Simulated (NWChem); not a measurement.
Molecule: Si₂N₂H₅F; SMILES F[SiH]1N[SiH2]N1

```xyz
10

F      0.6186     2.1121     0.0000
Si    -0.4290     0.8706     0.0000
N     -0.1184    -0.3389    -1.1952
Si     0.2037    -1.5773     0.0000
N     -0.1184    -0.3389     1.1952
H     -1.7517     1.5422     0.0000
H     -0.1166    -0.3347    -2.2038
H     -0.7517    -2.7277     0.0000
H      1.5875    -2.1454     0.0000
H     -0.1166    -0.3347     2.2038
```
Atoms are numbered in this order, from 1.

Coordinates come from a PBE0/def2-SVP optimisation. B3LYP is NWChem's, with the RPA form of VWN correlation.

Question: Give the principal values of the shielding tensors (ppm) of F1, Si2, N3, Si4 from B3LYP/6-31G* (spherical d), GIAO (NWChem), with their diamagnetic and paramagnetic parts as GIAO splits them.

Answer: 
| atom | σ11 | σ22 | σ33 | isotropic | diamagnetic | paramagnetic |
|---|---|---|---|---|---|---|
| F1 | 228.8 | 273.8 | 359.4 | 287.3 | 472.9 | -185.6 |
| Si2 | 410.1 | 442.3 | 466.6 | 439.7 | 881.2 | -441.6 |
| N3 | 200.4 | 219.7 | 286.2 | 235.5 | 318.5 | -83.0 |
| Si4 | 403.8 | 408.2 | 457.9 | 423.3 | 882.1 | -458.8 |
